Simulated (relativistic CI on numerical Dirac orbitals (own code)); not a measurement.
# Electric-dipole transitions in Re51+

Computed by Dirac-Coulomb-Breit CI, separate exchange-only KLI orbitals for each configuration, a model potential for QED, unscaled Slater integrals (own radial code, finite nucleus).

Configuration list (outside the closed core [Ne]): 3s²3p⁶3d⁶, 3s²3p⁵3d⁷, 3s²3p⁴3d⁸, 3s3p⁶3d⁷, 3p⁶3d⁸, 3s3p⁵3d⁸, 3s²3p⁶3d⁵4s, 3s²3p⁶3d⁵4p, 3s²3p⁴3d⁷4s, 3s²3p⁶3d⁵4d, 3s²3p⁵3d⁶4s, 3s²3p⁶3d⁵4f, 3s²3p⁶3d⁴4s², 3s3p⁶3d⁶4s, 3p⁶3d⁷4s, 3p⁶3d⁷4p. Levels of other configurations are missing.

| λ vac (Å) | Lower | Upper | A (s⁻¹) | E lower (eV) | E upper (eV) |
| --- | --- | --- | --- | --- | --- |
| 17.222 | 3s²3p⁶3d⁶ ¹I6 [21] | 3s²3p⁵3d⁷ ³G°5 [133] | 5.59e+12 | 154.938 | 874.839 |
| 17.232 | 3s²3p⁶3d⁶ ³H5 [20] | 3s²3p⁵3d⁷ ³F°4 [129] | 3.41e+12 | 151.447 | 870.946 |
| 17.443 | 3s²3p⁶3d⁶ ³D3 [10] | 3s²3p⁵3d⁷ ³D°2 [110] | 3.64e+12 | 85.766 | 796.562 |
| 17.480 | 3s²3p⁶3d⁶ ³G5 [7] | 3s²3p⁵3d⁷ ³G°5 [108] | 1.97e+12 | 77.299 | 786.606 |
| 17.480 | 3s²3p⁶3d⁶ ³H6 [8] | 3s²3p⁵3d⁷ ³G°5 [108] | 5.34e+12 | 77.305 | 786.606 |
| 17.481 | 3s²3p⁶3d⁶ ¹G4 [31] | 3s²3p⁵3d⁷ ¹G°4 [162] | 4.73e+12 | 233.272 | 942.509 |
| 17.544 | 3s²3p⁶3d⁶ ⁵D3 [4] | 3s²3p⁵3d⁷ ³F°4 [107] | 1.65e+12 | 67.477 | 774.176 |
| 17.571 | 3s²3p⁶3d⁶ ¹G4 [12] | 3s²3p⁵3d⁷ ³D°3 [112] | 4.83e+12 | 99.948 | 805.559 |
| 17.581 | 3s²3p⁶3d⁶ ⁵D4 [5] | 3s²3p⁵3d⁷ ³F°4 [107] | 2.13e+12 | 68.973 | 774.176 |
| 17.791 | 3s²3p⁶3d⁶ ³G5 [7] | 3s²3p⁵3d⁷ ³F°4 [107] | 2.10e+12 | 77.299 | 774.176 |
| 17.911 | 3s²3p⁶3d⁶ ¹I6 [21] | 3s²3p⁵3d⁷ ¹I°6 [123] | 2.46e+12 | 154.938 | 847.163 |
| 20.773 | 3s²3p⁵3d⁷ ⁵G°6 [35] | 3s3p⁶3d⁷ ⁵F5 [180] | 3.56e+12 | 396.335 | 993.174 |
| 26.937 | 3s²3p⁶3d⁶ ⁵D4 [5] | 3s²3p⁵3d⁷ ³F°3 [69] | 1.51e+12 | 68.973 | 529.243 |
| 27.013 | 3s²3p⁶3d⁶ ³P2 [2] | 3s²3p⁵3d⁷ ³P°1 [46] | 1.31e+12 | 7.938 | 466.919 |
| 27.174 | 3s²3p⁶3d⁶ ⁵D3 [4] | 3s²3p⁵3d⁷ ⁵D°2 [67] | 9.08e+11 | 67.477 | 523.740 |
| 27.207 | 3s²3p⁶3d⁶ ³G5 [7] | 3s²3p⁵3d⁷ ³F°4 [71] | 1.87e+12 | 77.299 | 533.013 |
| 27.237 | 3s²3p⁶3d⁶ ³F4 [1] | 3s²3p⁵3d⁷ ³D°3 [44] | 2.08e+12 | 0.000 | 455.204 |
| 27.369 | 3s²3p⁶3d⁶ ³H6 [8] | 3s²3p⁵3d⁷ ³G°5 [70] | 1.65e+12 | 77.305 | 530.310 |
| 27.437 | 3s²3p⁶3d⁶ ³H4 [18] | 3s²3p⁵3d⁷ ³G°3 [94] | 1.36e+12 | 146.965 | 598.855 |
| 27.854 | 3s²3p⁶3d⁶ ¹I6 [21] | 3s²3p⁵3d⁷ ¹H°5 [96] | 1.61e+12 | 154.938 | 600.064 |
| 27.983 | 3s²3p⁶3d⁶ ³F4 [1] | 3s²3p⁵3d⁷ ³F°4 [43] | 1.65e+12 | 0.000 | 443.071 |
| 28.004 | 3s²3p⁶3d⁶ ³H5 [20] | 3s²3p⁵3d⁷ ³G°4 [92] | 1.22e+12 | 151.447 | 594.185 |
| 28.252 | 3s²3p⁶3d⁶ ¹G4 [12] | 3s²3p⁵3d⁷ ¹G°4 [75] | 8.79e+11 | 99.948 | 538.794 |
| 28.499 | 3s²3p⁶3d⁶ ³P2 [2] | 3s²3p⁵3d⁷ ³D°3 [42] | 5.42e+11 | 7.938 | 442.993 |
| 28.559 | 3s²3p⁶3d⁶ ⁵D3 [4] | 3s²3p⁵3d⁷ ³F°3 [58] | 9.96e+11 | 67.477 | 501.608 |
| 28.711 | 3s²3p⁶3d⁶ ³H6 [8] | 3s²3p⁵3d⁷ ³H°6 [62] | 1.09e+12 | 77.305 | 509.142 |
| 28.832 | 3s²3p⁶3d⁶ ⁵D4 [5] | 3s²3p⁵3d⁷ ³F°4 [57] | 7.45e+11 | 68.973 | 498.993 |
| 28.938 | 3s²3p⁶3d⁶ ³P2 [2] | 3s²3p⁵3d⁷ ³P°2 [41] | 9.76e+11 | 7.938 | 436.386 |
| 29.415 | 3s²3p⁶3d⁶ ³G5 [7] | 3s²3p⁵3d⁷ ³H°5 [56] | 4.28e+11 | 77.299 | 498.793 |
| 30.397 | 3s²3p⁶3d⁶ ³F4 [1] | 3s²3p⁵3d⁷ ³G°5 [37] | 3.02e+11 | 0.000 | 407.889 |

Terms are leading LS components. Brackets give the number of a level in order of energy, since labels repeat. The list gives strong lines, with weight on those to low levels, without lines whose two gauges differ by over a factor of 2.5, among the lowest 200 of 2618 levels, so that lines to higher ones, which can be the strongest, are missing. Levels whose partners in the same complex of configurations lie outside the list can be far off, and so can their lines. Rates are taken at the computed energies, electric ones in the length gauge.

At this charge energies of transitions that change n are usually good to better than 1 %, and those within a shell (Δn = 0) to a few per cent.

LS names give the leading component of a level, which can be under half, so a name can repeat, a term be missing and a line seem to break the LS rules.
